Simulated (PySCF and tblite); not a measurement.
Results of a calculation; reference values are marked as such.
System: C6H9N, numbered as in [CH2:1]=[CH:2][C:3]1=[CH:4][N:5]([CH3:6])[CH2:7]1.

Motion: pyramidal inversion at N5. GFN2-xTB gives an electronic barrier of 2.0 kcal/mol.

(1) What does PBE0/pcSseg-1 + D3(BJ) give on GFN2-xTB geometries?

Programs: tblite and PySCF.

Answers

(1) A barrier of 3.8 kcal/mol, 1.8 above the tight-binding barrier (from unrounded values) and, with GFN2-xTB thermal terms, ΔG‡(298 K) = 3.4 kcal/mol and k = 2×10¹⁰ s⁻¹ (1 equivalent path).
